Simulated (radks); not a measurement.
Values are calculated unless marked as measured or tabulated.
Q: Cd10+, 38 electrons, occupied as [Kr] 4d2. Code: a radial shooting solver on a logarithmic mesh with Libxc functionals. Model: non-relativistic Kohn-Sham, TPSS, spin-polarised, spherical densities, point nucleus; open shells are filled with parallel spins first (spin-orbit coupling, left out, can overturn this in heavy ions); meta-GGA in the generalised Kohn-Sham scheme; relativity is left out, which matters for an element this heavy. Some entries of the table are withheld. Estimate them.

| orbital | occ. | eigenvalue (hartree) | r(max) (bohr) |
|---|---|---|---|
| 1s down | 1 | -951.0602 | 0.02099 |
| 1s up | 1 | -951.0599 | 0.02099 |
| 2s up | 1 | -144.6636 | 0.1164 |
| 2s down | 1 | -144.6397 | 0.1164 |
| 2p up | 3 | -135.2903 | 0.09127 |
| 2p down | 3 | -135.2722 | 0.09126 |
| 3s up | 1 | -32.84277 | 0.3349 |
| 3s down | 1 | -32.83427 | 0.3350 |
| 3p up | 3 | -29.03534 | 0.3216 |
| 3p down | 3 | -29.02297 | 0.3216 |
| 3d up | 5 | -22.04673 | 0.2655 |
| 3d down | 5 | -22.02331 | 0.2657 |
| 4s up | 1 | -10.37578 | 0.7996 |
| 4s down | 1 | -10.26921 | 0.7977 |
| 4p up | 3 | (1) | 0.8227 |
| 4p down | 3 | (2) | 0.8210 |
| 4d up | 2 | -6.82891 | 0.8729 |
| 4d down | 0 | -6.72344 | 0.8733 |
| 5s up | 0 | -4.70644 | 1.657 |
| 5s down | 0 | -4.66062 | 1.661 |
| 5p up | 0 | (3) | 1.755 |
| 5p down | 0 | (4) | 1.756 |

A: 
(1) 4p up eigenvalue (hartree): -9.06448
(2) 4p down eigenvalue (hartree): -8.95679
(3) 5p up eigenvalue (hartree): -4.22879
(4) 5p down eigenvalue (hartree): -4.18538
